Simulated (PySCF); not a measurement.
**Structure elucidation problem**

The spectra below were simulated for a compound C$_{6}$H$_{11}$ClOSi.

$^{1}$H NMR (300 MHz, computed): δ 6.08 (m, 1H), 5.34 (m, 1H), 5.20 (m, 1H), 5.13 (m, 1H), 4.43 (m, 1H), 3.45 (m, 1H), 3.43 (m, 1H), 1.14 (m, 1H), 1.06 (m, 1H), 1.03 (m, 1H), 0.97 (m, 1H).

$^{13}$C{$^{1}$H} NMR (computed): δ 149.8 (CH), 118.0 (CH2), 86.9 (CH), 70.8 (CH2), 28.0 (CH2), 20.4 (CH2).

PySCF 2.14.0 with density-fitted response routines calculation with shieldings: GIAO PBE/pcSseg-1 and structure optimised with PBE0-D3(BJ)/def2-SVP; isolated molecule, non-relativistic, a single conformation.

Scale: $^{1}$H, $^{13}$C against TMS (reference shieldings calculated alike).

**Question.** What is the structure?

**Answer.** 
The formula gives 2 degrees of unsaturation (1 ring in the answer). 6 carbon signals for 6 carbons: no two carbons are equivalent. Carbon types of the structure: 2 × CH, 4 × CH2, leaving 1 H on heteroatoms. δC 149.8: alkene CH; an sp2 carbon of a C=C bond. δC 118.0: terminal =CH2 carbon; the olefinic region. δC 86.9: allylic sp3 CH bonded to O; deshielded by the electronegative neighbour. δC 70.8: sp3 CH2 bonded to O; the inductive effect lowers its shielding. δH 6.08: hydrogen on an alkene CH; a vinylic proton, deshielded by the sp2 carbon and the C=C anisotropy. δH 5.20, 5.13: hydrogen on a terminal =CH2 carbon; attached to an sp2 carbon and in the plane of the double bond. δH 4.43, 3.43: hydrogen on an sp3 CH2 bonded to O; its carbon carries O, hence the downfield position.

These data were computed for `InChI=1S/C6H11ClOSi/c1-2-6-5-9(7)4-3-8-6/h2,6,9H,1,3-5H2/t6-,9-/m1/s1`.

The data come from this structure; uniqueness wasn't tested.

Shifts are as computed. Against solution values, carbons near 30 ppm lie about +2 ppm off and those near 130 ppm about +2 ppm. Of 1309 compounds with measured shifts, 239 miss one by over three times the rms of a fit or turn the order of signals round; such compounds aren't used in these exercises. Multiplicities follow the n + 1 count of equivalent neighbours, as no J values were calculated; m marks all less simple cases, F and P coupling included.
